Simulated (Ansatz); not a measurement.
Isolated molecules relaxed with PBE0-D4/def2-TZVP in Ansatz; ΔE leaves out vibrations. CBS: MP2 limit from def2 TZ/QZ plus the TZ coupled-cluster correction, frozen cores. This one scheme is used for every species. DFT in def2-TZVPP. B3LYP here is the variant with VWN-RPA as its local correlation; programs differ in this. One conformer a species, not always the lowest.

Consider the substitution at a C–C bond: `FC(F)(F)Cc1ccccc1` + H₂S → `Sc1ccccc1` + `CC(F)(F)F`.

```csv
level,ΔE (eV)
B3LYP-D4,0.03
r2SCANh,0.01
```

(1) What does CCSD(T)/CBS give? (Best estimate.)

Largest T1 diagnostic among the species: 0.011.

Answers

(1) The calculation gave: +0.08 eV. The listed levels differ from it by -0.05, -0.07 eV.

At CCSD(T), def2-SVP lies +0.14 eV from the extrapolated value and def2-TZVPP +0.04 eV. From PBE to PBE0 (25 % exact exchange), in def2-TZVPP and without D4, ΔE moves by +0.05 eV.
